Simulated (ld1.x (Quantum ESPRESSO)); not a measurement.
**Ru (Z = 44), TM: configuration errors across variants**

ruthenium (Ru), norm-conserving Troullier–Martins (Kleinman–Bylander form), made with ld1.x (Quantum ESPRESSO) 7.5 (PBE, fully relativistic). Core [Ar] 3d10 4s2, reference 4p6 4d6 5s2 5p0. Waves: 5s (bound): rc 2.50 bohr; 4d (bound): rc 1.70 bohr; 4p (bound): rc 1.05 bohr. Local part: the p channel. Core correction: none.

Open shells are filled in proportion to 2j + 1 (rel_dist='average').

All-electron excitation energies from the reference (eV): (1) 4p6 4d7 5s1 5p0 -1.701; (2) 4p6 4d7 5s0 5p0 5.593; (3) 4p6 4d6 5s0 5p0 23.779; (4) 4p6 4d7 5s0.5 5p0 1.163; (5) 4p6 4d7.5 5s0.5 5p0 -2.019; (6) 4p6 4d8 5s0 5p0 -2.035; (7) 4p6 4d6 5s1 5p0 8.412.

2 further variants failed, have other tests or too few solved ones, and are left out.

A true bound ghost makes a file unfit for plane-wave use even where its test errors are small: the radial tests pick states by their node count and pass the ghost by.

The file “base” misses its own reference levels by 2.3 eV. The file “wave 5s (bound): rc 2.50 bohr becomes 5s (bound): rc 3.54 bohr” misses its own reference levels by 2.3 eV. The file “wave 4d (bound): rc 1.70 bohr becomes 4d (bound): rc 1.16 bohr” misses its own reference levels by 2.3 eV. The file “all radii scaled by about 0.76 (s 1.90, p 0.80, d 1.30 bohr)” misses its own reference levels by 2.4 eV.

Errors AE − PS in meV (a dash: test not solved or not reliable):

```tsv
change	(1)	(2)	(3)	(4)	(5)	(6)	(7)	bound ghosts
base	-39	-80	-22	-55	-71	-100	-5.7	p1/2 (extra level of the local part), s
wave 5s (bound): rc 2.50 bohr becomes 5s (bound): rc 3.54 bohr	+1.7	+12	-60	+12	+21	+62	-10	s
wave 4d (bound): rc 1.70 bohr becomes 4d (bound): rc 1.16 bohr	-40	-82	-23	-56	-72	-101	-5.8	p1/2 (extra level of the local part), s
all radii scaled by about 0.76 (s 1.90, p 0.80, d 1.30 bohr)	+3.1	-23	+0.1	-11	-7.6	-29	+4.7	s
```

(1) Give the same row for: wave 4p (bound): rc 1.05 bohr becomes 4p (bound): rc 0.94 bohr.

Answers

(1) -35, -80, -22, -53, -67, -99, -4.8; bound ghosts: p1/2 (extra level of the local part), s.
